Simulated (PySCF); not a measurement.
# NMR problem set

- NMR shieldings at PBE0/pcSseg-1/GIAO
- structure optimised with GFN2-xTB
- run in PySCF 2.14.0 with density-fitted response routines
- a single conformation, non-relativistic Hamiltonian, averaged over atoms made equivalent by symmetry, fast rotation or ring inversion, no solvent

Scale: TMS for ¹H (σ = 31.72 ppm), ¹³C (σ = 186.93 ppm) (reference shieldings calculated alike). Splittings of carbon signals by F and P are missing where no couplings were computed. Where no couplings were computed, multiplicities follow the n + 1 count of equivalent neighbours, and m marks all less simple cases (inequivalent or close neighbours, rings, F or P nearby). Shifts are as computed. Against solution values, carbons near 30 ppm lie about +3 ppm off and those near 130 ppm about +5 ppm. Of 1211 compounds with measured shifts, 218 miss one by over three times the rms of a fit or turn the order of signals round; such compounds aren't used in these exercises.

Q: C4HF6OP. ¹H NMR (400 MHz, computed): δ 8.16 (m, 1H). ¹³C{¹H} NMR (computed): δ 172.5 (C), 132.8 (C). Identify the compound.

A: SMILES O=[PH](C(F)=C(F)F)C(F)=C(F)F. 2 carbon signals for 4 carbons: some carbons are equivalent by symmetry or fast rotation. Carbon types of the structure: 4 × C, leaving 1 H on heteroatoms. δC 172.5, 132.8: fully substituted alkene carbon. δH 8.16: hydrogen on a phosphorus bonded to 2 C, O.

The shifts were computed for this structure.

Q: C7H3F3. ¹H NMR (600 MHz, computed): δ 6.57 (m, 1H), 6.40 (m, 1H), 2.25 (s, 1H). ¹³C{¹H} NMR (computed): δ 142.0 (CH), 132.3 (C), 125.1 (CH), 95.5 (C), 86.8 (CH), 73.3 (C), 72.7 (C). Identify the compound.

A: SMILES C(/C=C/C#CC#C)(F)(F)F. Rings plus π bonds: 5 (no ring in the answer). 7 carbon signals for 7 carbons: no two carbons are equivalent. Carbon types of the structure: 4 × C, 3 × CH, which accounts for all hydrogens. δC 142.0, 125.1: alkene CH; an sp2 carbon of a C=C bond. δC 132.3: CF3 carbon; 3 electronegative neighbours deshield it. δC 95.5, 73.3, 72.7: alkyne carbon; sp carbons lie upfield of alkene carbons because the cylindrical π system leaves one tensor component strongly shielded. δC 86.8: terminal alkyne carbon; the triple bond shields along its axis, which puts it between sp3 and sp2 carbons.

The data come from this structure; uniqueness wasn't tested.
